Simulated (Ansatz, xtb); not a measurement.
# Relaxing a trial structure of C2H3ClF2Zn

The starting geometry of this gas-phase singlet was built from a drawn formula by distance geometry; its bonds are those of `FC(F)(Cl)[CH2][ZnH]`.

```xyz
9

C    -1.8640   -0.1270    0.1715
C    -1.3983   -0.1983    1.6135
Cl   -0.4804   -0.4530   -0.8597
F    -2.8943   -1.0087   -0.0531
F    -2.3568    1.1849   -0.0123
Zn   -0.7286   -2.0026    1.8201
H    -0.4723    0.4145    1.7154
H    -2.1288    0.1029    2.3646
H    -0.1969   -3.3989    1.8084
```

Problem. Predict what becomes of its bonds when it is optimised with r2SCAN-D4/def2-SVP.

Solution. It keeps its bonds, and is `FC(F)(Cl)[CH2][ZnH]`.

The energy falls by 0.38 eV over 10 steps:

```json
{"step": "1", "E − E(last) (eV)": "0.383"}
{"step": "2", "E − E(last) (eV)": "0.088"}
{"step": "3", "E − E(last) (eV)": "0.029"}
{"step": "4", "E − E(last) (eV)": "0.009"}
{"step": "5", "E − E(last) (eV)": "0.007"}
{"step": "6", "E − E(last) (eV)": "0.003"}
{"step": "7", "E − E(last) (eV)": "0.001"}
{"step": "8", "E − E(last) (eV)": "0.000"}
{"step": "9", "E − E(last) (eV)": "0.000"}
{"step": "10", "E − E(last) (eV)": "0.000"}
```

Final geometry (Å):

```json
{"atom": "C", "x (Å)": "-1.8805", "y (Å)": "-0.0532", "z (Å)": "0.2427"}
{"atom": "C", "x (Å)": "-1.4013", "y (Å)": "-0.2333", "z (Å)": "1.6396"}
{"atom": "Cl", "x (Å)": "-0.5815", "y (Å)": "-0.6607", "z (Å)": "-0.9274"}
{"atom": "F", "x (Å)": "-2.9879", "y (Å)": "-0.7759", "z (Å)": "-0.0095"}
{"atom": "F", "x (Å)": "-2.1576", "y (Å)": "1.2126", "z (Å)": "-0.1120"}
{"atom": "Zn", "x (Å)": "-0.6385", "y (Å)": "-2.0383", "z (Å)": "1.7280"}
{"atom": "H", "x (Å)": "-0.6063", "y (Å)": "0.5075", "z (Å)": "1.8274"}
{"atom": "H", "x (Å)": "-2.2404", "y (Å)": "-0.0132", "z (Å)": "2.3212"}
{"atom": "H", "x (Å)": "-0.0264", "y (Å)": "-3.4320", "z (Å)": "1.8585"}
```

From the same start GFN2-xTB reaches the same bonding as this run.

The end wasn't checked by frequencies. Run with Ansatz 0.2.0, 59 s on 2 threads of AMD EPYC 7R43 64-Core Processor (Zen 3) (shared host).
